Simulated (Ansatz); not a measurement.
Species: C₄H₇O (charge 0, doublet). It need not be the lowest isomer of its formula. SMILES: [CH2]C(C)C=O
Geometry from a B3LYP-D3(BJ)/def2-TZVP (Ansatz, an electronic-structure program) optimisation:
```xyz
12

C     -0.9490    -1.0126    -0.7098
C      0.2445    -0.1592    -0.5083
C      1.4775    -0.9371    -0.0034
C     -0.0127     1.0292     0.3962
O     -1.0713     1.3209     0.8849
H     -1.9155    -0.6963    -0.3481
H     -0.8617    -1.9417    -1.2547
H      0.5466     0.3001    -1.4686
H      1.7415    -1.7230    -0.7108
H      2.3408    -0.2778     0.1075
H      1.2690    -1.4026     0.9607
H      0.8881     1.6519     0.5872
```
Charge 0, spin multiplicity 2.

Property: atomisation energy (electronic, to ground-state atoms), in kcal/mol. Cores are frozen in the correlated levels unless marked. Open shells are spin-unrestricted. No spin-orbit coupling. Non-relativistic. The coupled-cluster limit lacks core correlation, which all-electron functionals hold. Basis-set limits of correlation are two-point, X^-3; Hartree-Fock from the larger set. [CCSD(T)-MP2]/basis is that difference in the basis named.

```
level                        program  atomisation energy (kcal/mol)
--------------------  --------------  -----------------------------
HF/6-31G*                     Ansatz                          852.2
revPBE-D4/def2-TZVPD  Ansatz + dftd4                         1161.6
```

Predict the RI-MP2/CBS(cc-pVTZ,cc-pVQZ)+[CCSD(T)-MP2]/cc-pVTZ result (Ansatz).

1156.3 kcal/mol
